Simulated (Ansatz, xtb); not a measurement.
**CH2ClFGa: which of two isomers lies lower**

Structure a: `[F][Ga][CH2]Cl`, a doublet. Structure b: `[CH2][Ga]([F])[Cl]`, a doublet. Both are isolated molecules in the gas phase, relaxed with B3LYP-D3(BJ)/def2-SVP; the shapes shown needn't be the lowest conformers.

a (Å):

```yaml
atoms:
  - { symbol: C, position_ang: [1.1154, -1.2127, 0.2864] }
  - { symbol: Cl, position_ang: [0.1253, -2.4861, -0.4977] }
  - { symbol: F, position_ang: [-0.3305, -1.2401, 3.1181] }
  - { symbol: Ga, position_ang: [1.1773, -1.7131, 2.3044] }
  - { symbol: H, position_ang: [0.6052, -0.2437, 0.1953] }
  - { symbol: H, position_ang: [2.1127, -1.1921, -0.1681] }
```

b (Å):

```xyz
6

C    -0.0095   -0.6415    0.5578
Cl    1.4418   -3.1258    2.7408
F     2.9063   -1.8668    0.0952
Ga    1.4339   -1.8061    1.0473
H    -0.9352   -0.5905    1.1398
H     0.0470    0.0099   -0.3205
```

**Question.** Estimate E(b) − E(a) at the level CCSD(T)/def2-SVP + ΔMP2/def2-TZVPP.

**Answer.** Calculated at CCSD(T)/def2-SVP + ΔMP2/def2-TZVPP: E(b) − E(a) = −25.7 kcal/mol, so structure b lies lower.

How the difference moves with the method:

```
                             level               geometry  E(b) − E(a) (kcal/mol)  departure from the last row (kcal/mol)  job, with rough time for the two
             B3LYP-D3(BJ)/def2-SVP  B3LYP-D3(BJ)/def2-SVP                     −21.7                                    +4.0                optimisation, 84 s
                       HF/def2-SVP  B3LYP-D3(BJ)/def2-SVP                     −38.0                                   −12.3           part of the CCSD(T) run
                      MP2/def2-SVP  B3LYP-D3(BJ)/def2-SVP                     −28.7                                    −3.0           part of the CCSD(T) run
                  CCSD(T)/def2-SVP  B3LYP-D3(BJ)/def2-SVP                     −28.4                                    −2.7                      single point
CCSD(T)/def2-SVP + ΔMP2/def2-TZVPP  B3LYP-D3(BJ)/def2-SVP                     −25.7                                                        single point, 39 s
```

As drawn, b has 1 Cl–Ga in place of 1 C–Cl.

None of the levels shown reverses the order. The largest departure from CCSD(T)/def2-SVP + ΔMP2/def2-TZVPP is that of HF/def2-SVP, 12.3 kcal/mol. Levels run at GFN2-xTB geometries aren't shown. The last row adds to CCSD(T) the change of the MP2 difference between the two basis sets, here +2.7 kcal/mol.

With harmonic frequencies from B3LYP-D3(BJ)/def2-SVP (ideal gas, rigid rotor, one conformer each, 298.15 K, 1 atm): on the last row, ΔE + ΔZPE = −27.2 kcal/mol. A mode under 50 cm⁻¹ makes harmonic enthalpies and free energies unreliable, so none is given.

Open shells are spin-unrestricted. The correlated steps freeze 16 core orbitals; the filled d shell of Ga is correlated, in a basis made for valence electrons. Codes used: Ansatz 0.2.0; the last row on 2 threads of Intel(R) Xeon(R) Platinum 8259CL CPU @ 2.50GHz (Skylake/Cascade Lake) on a shared host.
